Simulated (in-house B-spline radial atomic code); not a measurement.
A radial electron density 4πr²n(r) was computed for an atom or ion in its tabulated ground configuration with an all-electron radial atomic-structure program (B-spline basis); method: Dirac-Hartree-Fock, average of configuration. Columns: r (bohr), 4πr²n(r) (electrons per bohr), bar.

```
 0.00192   0.8025 #
 0.00228      1.1 #
  0.0027    1.494 ##
  0.0032    2.023 ##
  0.0038    2.733 ###
  0.0045    3.653 ####
 0.00534    4.861 #####
 0.00634    6.417 #######
 0.00752    8.366 #########
 0.00891    10.75 ############
  0.0106     13.7 ###############
  0.0125    16.94 ###################
  0.0149    20.79 #######################
  0.0176    24.65 ############################
  0.0209    28.55 ################################
  0.0248    31.95 ####################################
  0.0294    34.39 #######################################
  0.0349    35.46 ########################################
  0.0414    34.92 #######################################
  0.0491    32.95 #####################################
  0.0582    30.22 ##################################
  0.0691    27.83 ###############################
  0.0819    27.09 ###############################
  0.0971    28.76 ################################
   0.115    32.51 #####################################
   0.137    36.87 ##########################################
   0.162    39.04 ############################################
   0.192    37.15 ##########################################
   0.228    30.71 ###################################
    0.27     21.9 #########################
   0.321    13.74 ###############
    0.38     9.06 ##########
   0.451    7.553 #########
   0.535    7.201 ########
   0.634    6.051 #######
   0.752      3.9 ####
   0.892    1.813 ##
    1.06   0.5713 #
    1.26   0.1157 
    1.49   0.0151 
    1.77 0.001041 
    2.09 4.101e-05
```

(1) Which atom or ion is it?
A. Cu17+
B. Ni16+
C. Cu16+
D. Zn16+

Answers

(1) C. The area under the curve, ∫4πr²n dr = ∫r·4πr²n d(ln r) on this logarithmic grid, is 13 electrons, which only this option has. The configuration is [Ne] 3s2 3p1.
